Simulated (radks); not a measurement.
Results of a calculation; reference values are marked as such.
Problem. The mean radii <r> (bohr) of the occupied orbitals of an atom or ion are listed with their occupations. Level of theory: Dirac Kohn-Sham, BLYP, spin-unpolarised, spherical densities, finite nucleus; Fermi nuclear charge, rms radius of each element as measured or else 0.836 A^(1/3) + 0.57 fm (a radial shooting solver on a logarithmic mesh with Libxc functionals).

orbital  occ.      <r>
1s1/2       2  0.03263
2s1/2       2   0.1416
2p1/2       2   0.1203
2p3/2       4   0.1252
3s1/2       2   0.3906
3p1/2       2   0.3831
3p3/2       4   0.3939
3d3/2       4   0.3684
3d5/2       6   0.3719
4s1/2       2   0.9768
4p1/2       2    1.054
4p3/2       4    1.084
4d3/2     2.8    1.441
4d5/2     4.2    1.457

Name the element and its charge. Open shells, if any, are shared by 2j + 1.

Solution. Z = 45, rhodium, charge +2: Rh2+ in [Kr] 4d7. The 1s radius gives Z: for a bare nucleus <r> = (2 gamma + 1)/(2Z) with gamma = sqrt(1 - (Z/c)^2), 0.0321 bohr for Z = 45, and screening makes it slightly larger (0.03263 here). The occupations add up to 43, and the charge is Z minus that.
